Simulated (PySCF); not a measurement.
**Ionisation energy of Ga by level of theory**

Ga [Ar] 3d10 4s2 4p1 (2P) → Ga⁺ [Ar] 3d10 4s2 (1S), as a difference of total energies. All numbers are calculated (PySCF 2.14, no relativity, point nucleus, in pcseg-2). Correlated levels: valence: [Ar] 3d10 frozen. The calculations carry no spin-orbit coupling.

Order these methods by the ionisation energy they give, lowest first.
A. UHF
B. CCSD(T) (valence)
C. MP2 (valence)
D. M06-L

A (5.582 eV), C (5.788 eV), D (5.817 eV), B (5.875 eV).

These non-relativistic numbers lack the scalar-relativistic shift.

Errors of the correlated levels include the incompleteness of this basis and the frozen core.

For comparison: 5.931 eV (measured; NIST levels, between the centres of gravity of the two terms).
